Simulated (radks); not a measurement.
Results of a calculation; reference values are marked as such.
Hg4+, 76 electrons, occupied as [Xe] 4f14 5d8.

Level of theory: Dirac Kohn-Sham, PBE, spin-unpolarised, spherical densities, finite nucleus; open shells are shared between the two j in proportion to 2j + 1; Fermi nuclear charge, rms radius 5.4648 fm (a radial shooting solver on a logarithmic mesh with Libxc functionals).

Energy parts (eV):
part                       energy
total                  -534789.08
kinetic                 616522.88
electron-nucleus      -1344991.29
Hartree                 203801.59
exchange-correlation    -10122.26

Orbitals (lengths in bohr, moments of r in powers of bohr; <r^-3> diverges for s and p1/2):
orbital  occ.  eigenvalue (eV)      <r^2>  <r^-3>
1s1/2       2        -83047.51  0.0003810       -
2s1/2       2        -14749.86   0.005741       -
2p1/2       2        -14158.31   0.004054       -
2p3/2       4        -12210.73   0.005240   21440
3s1/2       2        -3538.870    0.03725       -
3p1/2       2        -3271.368    0.03392       -
3p3/2       4        -2839.972    0.04031    5010
3d3/2       4        -2395.452    0.03086   876.4
3d5/2       6        -2303.007    0.03259   723.1
4s1/2       2        -817.8593     0.1800       -
4p1/2       2        -702.9581     0.1832       -
4p3/2       4        -598.7841     0.2154    1214
4d3/2       4        -410.5982     0.2263   191.2
4d5/2       6        -391.1706     0.2376   154.2
5s1/2       2        -168.2122     0.9044       -
4f5/2       6        -149.0014     0.2763   32.74
4f7/2       8        -144.8024     0.2841   31.07
5p1/2       2        -130.0241      1.046       -
5p3/2       4        -111.3450      1.250   214.8
5d3/2     3.2         -58.5176      1.991   22.39
5d5/2     4.8         -56.2935      2.109   17.73

The highest occupied level is 5d5/2 at -56.294 eV. The density falls to 0.001 e/bohr^3 at r = 3.08 bohr. For comparison, the ionisation energy in NIST's Atomic Spectra Database is 61.2 eV (measured). In exact Kohn-Sham theory the highest level is minus the ionisation energy, but local and semilocal functionals leave it too shallow, through self-interaction and a potential that decays too fast; potentials with the right tail come closer. The electron density at the nucleus is 2.324e+06 e/bohr^3.

Beside tabulated values, note that spin-unpolarised runs miss the spin-polarisation part of the exchange energy of open shells.
